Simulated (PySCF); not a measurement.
Si(H)2(Me)(NH2) (CH₇NSi), SMILES C[SiH2]N. Heavy atoms are numbered as in [SiH2:1]([CH3:2])[NH2:3]. Hydrogens are named by the atom that carries them.

Coordinates come from a PBE0-D3(BJ)/def2-SVP optimisation. Other conformers were not sampled.

These are PySCF with KT2/pcSseg-1 values and carry that method's errors.

GIAO shieldings, no solvent; atoms alike by connectivity are averaged. δ = σ(ref) − σ: ²⁹Si against TMS (σ = 361.9 ppm); ¹³C against TMS (σ = 185.1 ppm); ¹⁵N against NH3 (σ = 266.2 ppm); ¹H against TMS (σ = 31.47 ppm), references at their B3LYP-D3(BJ)/def2-TZVP geometries, non-relativistic.

```json
[
 {"atoms": "Si1 (SiH2)", "nucleus": "²⁹Si", "count": "1", "δ (ppm)": "-28.4"},
 {"atoms": "C2 (CH3)", "nucleus": "¹³C", "count": "1", "δ (ppm)": "?"},
 {"atoms": "N3 (NH2)", "nucleus": "¹⁵N", "count": "1", "δ (ppm)": "?"},
 {"atoms": "H on Si1", "nucleus": "¹H", "count": "2", "δ (ppm)": "?"},
 {"atoms": "H on C2", "nucleus": "¹H", "count": "3", "δ (ppm)": "0.36"},
 {"atoms": "H on N3", "nucleus": "¹H", "count": "2", "δ (ppm)": "0.22"}
]
```

Problem. Complete the blanks. (An estimate is asked for; the answer gives what the named calculation found.)

Solution. 
- N3 (NH2), δ (ppm): 14.1
- H on Si1, δ (ppm): 5.06
- C2 (CH3), δ (ppm): 5.5
